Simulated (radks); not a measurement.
Results of a calculation; reference values are marked as such.
Question: The mean radii <r> (bohr) of the occupied orbitals of an atom or ion are listed with their occupations. Code: a radial shooting solver on a logarithmic mesh with Libxc functionals. Model: non-relativistic Kohn-Sham, PBE, spin-polarised, spherical densities, point nucleus.

orbital  occ.      <r>
1s up       1  0.02408
1s down     1  0.02408
2s up       1   0.1026
2s down     1   0.1026
2p up       3  0.08706
2p down     3  0.08706
3s up       1   0.2656
3s down     1   0.2653
3p up       3   0.2554
3p down     3   0.2551
3d up       5   0.2270
3d down     5   0.2267
4s up       1   0.6006
4s down     1   0.6006
4p up       3   0.6156
4p down     3   0.6158
4d up       5   0.6546
4d down     5   0.6556
5s up       1    1.465
5s down     1    1.492
5p up       3    1.656
5p down     3    1.694
4f up       7   0.8938
6s up       1    4.031

Name the element and its charge. Open shells, if any, are filled with parallel spins first.

Answer: Z = 63, europium, charge +1: Eu+ in [Xe] 4f7 6s1. The 1s radius gives Z: for a bare nucleus <r> = 1.5/Z, 0.02381 bohr for Z = 63, and screening makes it slightly larger (0.02408 here). The occupations add up to 62, and the charge is Z minus that.
